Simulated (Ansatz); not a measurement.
Single points on Mg3Cl4⁺.

```yaml
crystal:
  periodic: [false, false, false]
  atoms:
    - {symbol: Mg, position_ang: [-1.205499, 0.488871, 0.672552]}
    - {symbol: Mg, position_ang: [2.316047, 0.138163, 3.433593]}
    - {symbol: Mg, position_ang: [-1.853476, -0.330891, -3.691186]}
    - {symbol: Cl, position_ang: [1.164992, -0.024919, 1.459105]}
    - {symbol: Cl, position_ang: [-3.038722, -0.373213, -5.506419]}
    - {symbol: Cl, position_ang: [-0.693666, -0.237999, -1.717489]}
    - {symbol: Cl, position_ang: [3.310323, 0.339978, 5.349844]}
basis:
  gaussian: {orbitals: def2-SVP, initial_orbitals: start.molden}
total_charge: 1
magnetization: {spin_polarized: true, initial_magnetization: 1}
hamiltonian: {xc: pbe, dispersion: d4}
scf: {omitted_lower_state_checks: [starts]}
output: {orbitals: {seedname: orbitals}}
```

The file start.molden holds the orbitals of an earlier run on this structure, at another level or in another basis.

```sh
$ ansatz run in.yaml --threads 4 --pin off --events-out ev --progress --plain --max-ram 4787MiB
```

Shortened log:

```
Functional definition: PBE
1317 factors; their error is unknown
mean field evaluation 1: about -66373.9549 eV, gradient 7.1e0 eV
mean field evaluation 2: about -66374.1479 eV, gradient 2.1e-1 eV
mean field evaluation 4: about -66374.0583 eV, gradient 2.6e-3 eV
mean field -66374.05827695 eV, -2439.2016517252 hartree, gradient 8.7e-6 eV, S^2 0.750414; 0 other end points of the search recorded, 0 dependent functions left out
reference -66374.05834721 eV, -2439.2016543075 hartree; 52, 51 occupied and 74, 75 virtual orbitals, 1317 factors
Total energy: -66374.24291804 eV, -2439.2084371602 hartree
Checks for a lower state left out: starts
```

Run time 3.1 s (4 threads of Arm Neoverse V1 on a shared host).

The first input with `gaussian: {orbitals: def2-TZVP, initial_orbitals: start.molden}`, `hamiltonian: {xc: {name: r2SCANh}, dispersion: d4}` (abridged; 18 s):

```
Functional definition: r2SCANh
mean field -66422.12324223 eV, -2440.9680066198 hartree, gradient 4.4e-5 eV, S^2 0.750737
Total energy: -66422.17491411 eV, -2440.9699055263 hartree
Checks for a lower state left out: starts
```

As the first input, with `gaussian: {orbitals: def2-TZVP, initial_orbitals: start.molden}`, `hamiltonian: {xc: {name: B3LYP}, dispersion: d4}` (abridged; 9.5 s):

```
Functional definition: B3LYP
mean field -66430.91617409 eV, -2441.2911409054 hartree, gradient 4.3e-5 eV, S^2 0.750364
Total energy: -66431.21858425 eV, -2441.3022542741 hartree
Checks for a lower state left out: starts
```

Geometry: PBE0-D4/def2-SVP.

B3LYP takes the VWN-RPA correlation. Another isomer (doublet) lies 1.58 eV lower at PBE0-D4/def2-TZVP; other spin states weren't run for this one.
